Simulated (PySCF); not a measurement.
Job file and geometry (Å, from GFN2-xTB) of an NMR shielding run on SMILES B(C)C1([SiH2]S[SiH3])CCC1, C5H15BSSi2, GIAO PBE0/pcSseg-1 NMR shielding, non-relativistic, gas phase (PySCF); density fitting, a coarse starting grid and PySCF grid level 2 are the driver's defaults:

```
$ OMP_NUM_THREADS=1 python probes_run.py task.json out

{"job": {"kind": "nmr", "xc": "PBE0", "basis": "pcSseg-1"}, "charge": 0, "multiplicity": 1}
C     -1.012122    -2.186516     0.463062
B     -0.190826    -0.900987     0.850795
C     -0.471919     0.465931     0.168170
Si     0.579077     0.530844    -1.428009
S      2.700839     0.554062    -1.092379
Si     3.226754    -1.419162    -0.432982
C     -0.314206     1.783542     0.970546
C     -1.665899     2.259079     0.428090
C     -1.928022     0.874469    -0.172588
H     -1.641555    -2.483802     1.302921
H     -0.360497    -3.038027     0.269930
H     -1.664082    -2.057265    -0.398200
H      0.653899    -0.981945     1.663787
H      0.253598    -0.588634    -2.313327
H      0.384407     1.808671    -2.104504
H      3.310252    -1.413716     1.019889
H      2.208564    -2.346745    -0.910571
H      4.520161    -1.662430    -1.051417
H      0.539998     2.411358     0.717174
H     -0.314710     1.622973     2.048042
H     -1.568945     3.037130    -0.326910
H     -2.383479     2.587715     1.178337
H     -2.666074     0.297614     0.383349
H     -2.206948     0.865607    -1.225648
```

**Question.** What does the program print?

**Answer.** 
```
coarse grid: 20688 points
cycle   1  E = -1200.7453925856  dE =  7.488e-01  |g| = 4.955e-01  |ddm| = 4.441e+00
cycle   2  E = -1200.7288581261  dE =  1.653e-02  |g| = 5.664e-01  |ddm| = 1.144e+00
cycle   3  E = -1200.8138173637  dE = -8.496e-02  |g| = 6.178e-02  |ddm| = 6.700e-01
cycle   4  E = -1200.8144795605  dE = -6.622e-04  |g| = 3.075e-02  |ddm| = 9.215e-02
cycle   5  E = -1200.8147129955  dE = -2.334e-04  |g| = 6.285e-03  |ddm| = 3.875e-02
cycle   6  E = -1200.8147225677  dE = -9.572e-06  |g| = 1.404e-03  |ddm| = 9.164e-03
final grid: 183432 points
cycle   7  E = -1200.8682545460  dE = -5.126e-05  |g| = 9.436e-03  |ddm| = 3.957e-02
cycle   8  E = -1200.8682387563  dE =  1.579e-05  |g| = 1.223e-02  |ddm| = 2.154e-02
cycle   9  E = -1200.8682771743  dE = -3.842e-05  |g| = 9.958e-04  |ddm| = 1.301e-02
cycle  10  E = -1200.8682773980  dE = -2.237e-07  |g| = 2.661e-04  |ddm| = 1.236e-03
cycle  11  E = -1200.8682774155  dE = -1.754e-08  |g| = 4.618e-05  |ddm| = 2.984e-04
cycle  12  E = -1200.8682774160  dE = -4.623e-10  |g| = 1.904e-05  |ddm| = 8.330e-05
converged SCF energy = -1200.8682774160

GIAO shielding tensors (ppm)
atom      isotropic    diamagn.    paramagn.     s11        s22        s33       span
  0 C      173.815     253.996     -80.181    148.618    179.923    192.905     44.287
  1 B       13.373     193.537    -180.164    -63.901    -14.475    118.495    182.396
  2 C      141.649     256.813    -115.164    116.941    137.522    170.484     53.542
  3 Si     370.900     882.090    -511.191    320.375    372.946    419.377     99.002
  4 S      827.317    1060.951    -233.634    776.205    827.340    878.406    102.201
  5 Si     401.503     879.688    -478.185    366.208    385.409    452.892     86.685
  6 C      157.773     248.312     -90.540    135.794    156.820    180.704     44.910
  7 C      170.419     254.724     -84.305    158.480    169.577    183.200     24.720
  8 C      158.629     249.641     -91.012    137.407    156.222    182.258     44.851
  9 H       31.008      30.139       0.870     26.580     28.612     37.833     11.254
 10 H       30.702      31.033      -0.331     27.280     28.581     36.245      8.965
 11 H       30.688      33.633      -2.944     27.545     31.503     33.017      5.472
 12 H       24.022      33.741      -9.718     16.669     26.176     29.222     12.552
 13 H       27.011      31.624      -4.613     23.104     26.403     31.525      8.421
 14 H       26.786      31.202      -4.416     22.201     26.189     31.968      9.768
 15 H       27.161      30.011      -2.851     23.435     25.378     32.670      9.235
 16 H       27.627      30.697      -3.069     23.860     27.153     31.869      8.009
 17 H       27.056      28.233      -1.177     22.577     24.732     33.859     11.281
 18 H       29.075      31.797      -2.722     25.074     28.772     33.381      8.307
 19 H       28.981      32.306      -3.326     25.333     27.495     34.115      8.782
 20 H       29.567      31.146      -1.580     26.222     27.405     35.073      8.851
 21 H       29.885      29.947      -0.062     26.057     26.361     37.237     11.181
 22 H       29.234      32.631      -3.397     25.020     28.734     33.948      8.928
 23 H       29.577      31.982      -2.404     26.611     27.567     34.553      7.942
```

Size and cost of the density-fitted run: 249 basis functions, 52 s wall time on 1 thread of an Arm Neoverse V2, shared host; peak memory 1.2 GiB.
